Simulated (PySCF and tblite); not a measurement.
Values are calculated unless marked as measured or tabulated.
C6H12Ge, numbered as in [GeH3:1][C@@H:2]1[C@H:3]2[CH2:4][CH2:5][CH2:6][C@@H:7]12.

Geometries GFN2-xTB; weights from PBE0-D3(BJ)/def2-SVP (IEF-PCM, dichloromethane) energies and GFN2-xTB thermal corrections, with symmetry numbers and mirror pairs. Conformers within 3 kcal/mol (GFN2-xTB free energy) were kept, 5 at most. GIAO shieldings: mPW1PW91/pcSseg-1 (IEF-PCM, dichloromethane). Shifts are against TMS (¹H), TMS (¹³C) at the same level; of two unlike H on one atom, a is the less shielded. (PySCF 2.14, tblite 0.8.)

(1) What shifts does this protocol give at 298.15 K under fast conformational exchange?

(2) How do the conformers differ?

Spin–orbit effects of the heavy atoms on shieldings are missing. Shifts are unscaled: against experiment ¹³C can be off by 15 ppm or more and ¹H by 0.8 ppm.

Answers

(1) ¹H: 3.34 (H1, 3H), 1.87 (H4a/H6a, 2H), 1.84 (H4b/H6b, 2H), 1.62 (H5a, 1H), 1.34 (H5b, 1H), 1.25 (H3/H7, 2H), -0.23 (H2, 1H) ppm. ¹³C: 32.1 (C4/C6), 26.3 (C3/C7), 23.8 (C5), 3.2 (C2) ppm.

(2) The 5-ring runs over atoms 3–4–5–6–7.
| conformer | shape | weight % |
| --- | --- | --- |
| 1 | 5-ring envelope (ring torsions 27, -27, 17, 0, -17°) | 99.8 |
| 2 | 5-ring envelope (ring torsions -28, 28, -17, 0, 17°) | 0.2 |

```
 signal      1      2  average
     H1   3.34   3.34     3.34
     H2  -0.23  -0.45    -0.23
  H3/H7   1.25   1.43     1.25
H4a/H6a   1.87   2.14     1.87
H4b/H6b   1.84   1.38     1.84
    H5a   1.61   2.16     1.62
    H5b   1.33   1.80     1.34
     C2    3.2   21.6      3.2
  C3/C7   26.3   29.6     26.3
  C4/C6   32.1   35.6     32.1
     C5   23.7   38.0     23.8
```
